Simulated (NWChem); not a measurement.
CH6F2Si2; SMILES F[Si]([SiH3])(F)C

Q: Give the equilibrium geometry at PBE0/def2-SVP (NWChem) as a list of bonds and angles, with the point group.

A: point group Cs; any orientation.
Bond lengths (Å): C1–Si2 1.853, C1–H6 1.101, C1–H7 1.102, C1–H8 1.101, Si2–F3 1.625, Si2–F4 1.625, Si2–Si5 2.342, Si5–H9 1.493, Si5–H10 1.495, Si5–H11 1.495. Bond angles (°): Si2–C1–H6 110.9, Si2–C1–H7 110.0, Si2–C1–H8 110.9, H6–C1–H7 108.3, H6–C1–H8 108.4, H7–C1–H8 108.3, C1–Si2–F3 108.7, C1–Si2–F4 108.7, C1–Si2–Si5 116.9, F3–Si2–F4 105.8, F3–Si2–Si5 108.1, F4–Si2–Si5 108.1, Si2–Si5–H9 110.2, Si2–Si5–H10 109.7, Si2–Si5–H11 109.7, H9–Si5–H10 109.3, H9–Si5–H11 109.3, H10–Si5–H11 108.7.
